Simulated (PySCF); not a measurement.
Computed structure and properties of [PbOCl]−

System: [PbOCl]− (singlet); start: template (Cs). Method: PySCF 2.14.0, RKS PBE0, Pb def2-SVP with ECP60, O def2-SVP, Cl def2-SVP; non-relativistic Hamiltonian with scalar-relativistic core potentials where named; density fitting; no spin-orbit coupling.

Input of the relaxation:

```python
mol = gto.M(atom='''
Pb     0.21845     0.00000    -0.18851
O      1.85975     0.00000     0.54599
Cl    -2.14985     0.00000     0.87139''',
    basis={'Pb': 'def2-SVP', 'O': 'def2-SVP', 'Cl': 'def2-SVP'},
    ecp={'Pb': 'def2-SVP'},
    charge=-1, spin=0)
mf = dft.RKS(mol, xc='PBE0')
mf.grids.atom_grid = (50, 194)
mf = mf.density_fit()  # fitting sets: Pb def2-universal-JKFIT, O def2-universal-JKFIT, Cl def2-universal-JKFIT
mf.conv_tol = 1e-08; mf.max_cycle = 55
mf.kernel(dm0)  # dm0: converged density of the start geometry
# quasi-Newton relaxation in Cartesian coordinates to a largest gradient under 0.00045 Eh/bohr, steps kept in the point group
```

Run from Python with OMP_NUM_THREADS=2; the lines above give its settings. Where DIIS fails, smearing, a level shift and second-order steps follow.
It took 5.4 s on 2 threads of Arm Neoverse V2, on a shared host, from the converged density of the start.

Course of the relaxation:

```csv
step,energy above end (eV),largest force component within the symmetry (eV/Å)
0,0.9990,6.774
1,0.1757,1.462
2,0.0809,1.039
3,0.0125,0.283
4,0.0037,0.152
5,0.0009,0.116
6,0.0001,0.048
7,0.0000,0.006
```

Relaxed geometry (Cs):

```xyz
3

Pb    0.2110    0.0000   -0.5189
O     1.7192    0.0000    0.7476
Cl   -2.0019    0.0000    1.0001
```

```csv
contact,Å
Pb1–O2 (O),1.969
Pb1–Cl3 (Cl),2.684
```

On the finer grid (75, 302):

| Item | Value |
| --- | --- |
| HOMO | -1.02 eV |
| LUMO | 3.19 eV |
| Dipole about the centre of mass | 5.57 D |
| Set of Mulliken populations of Pb1 outside the core potential | s 3.91, p 7.67, d 10.14 |
| D3(BJ) dispersion energy (not in the energies) | -0.057 eV |

```
atom  Mulliken (e)  Löwdin (e)  spin (e)
 Pb1          0.29        0.03      0.00
  O2         -0.70       -0.59      0.00
 Cl3         -0.59       -0.45      0.00
```

On the grid (50, 194), as all that follows. Harmonic modes: a minimum; lowest 144 cm⁻¹ (negative: unstable), highest 710 cm⁻¹, zero-point energy 0.067 eV.

Rigid scan of O along the line from its metal:

(distance to O2 (Å), energy (eV)): (1.67, 2.053), (1.77, 0.766), (1.87, 0.162), (1.97, 0.000), (2.07, 0.117), (2.17, 0.404), (2.27, 0.787), (2.42, 1.441)

Taking off one Cl (charge -1, singlet; the rest: singlet) in vacuum, both parts rigid, costs 2.22 eV; the small basis without counterpoise inflates it.

Rigid scan of Cl along the line from its metal:

```
distance to Cl3 (Å)  energy (eV)
               2.38        0.383
               2.48        0.147
               2.58        0.032
               2.68        0.000
               2.78        0.024
               2.88        0.083
               3.08        0.260
               3.38        0.568
               3.78        0.949
               4.28        1.327
```

One start shape was tried, so this needn't be the lowest isomer.
